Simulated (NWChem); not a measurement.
System: CH$_{7}$FN$_{2}$Si; SMILES N[SiH](N)CF

Here is an NWChem input.

```
start job
memory heap 200 mb stack 900 mb global 1100 mb
geometry units angstroms noautosym nocenter noautoz
  N     -1.348120    -1.287524    -0.400863
  Si     0.001564    -0.574134     0.405113
  N      1.466130    -0.800380    -0.467277
  C     -0.024318     1.315912     0.651402
  F      0.299420     1.950677    -0.543306
  H     -1.576497    -1.058889    -1.361384
  H     -2.160786    -1.602783     0.115129
  H     -0.035467    -1.183864     1.771812
  H      1.862949     0.003334    -0.940798
  H      1.689094    -1.669920    -0.935300
  H      0.710037     1.622824     1.419052
  H     -1.013530     1.676492     0.986245
end
basis spherical
  N library def2-svp
  Si library def2-svp
  C library def2-svp
  F library def2-svp
  H library def2-svp
end
dft
  xc m06-2x
  iterations 150
end
cosmo
  do_cosmo_smd true
  solvent propanol
end
task dft energy
```

The geometry was optimised at PBE0/def2-SVP. No frequency run checked for a minimum. Solvent: 1-propanol.

Level: M06-2X/def2-SVP with SMD (1 M gas to 1 M solution), gas-phase geometry. Reactions with the solvent are ignored.

Problem. Give the results of this calculation. (M06-2X/def2-SVP, SMD on the gas-phase geometry.) Quantities: solvation free energy (kcal/mol); cavity-dispersion-structure term (kcal/mol); dipole in solution (D).

Solution. 
```
Property                                     Value
-------------------------------------------  -----
solvation free energy (kcal/mol)              -5.1
cavity-dispersion-structure term (kcal/mol)    1.8
dipole in solution (D)                        1.63
```
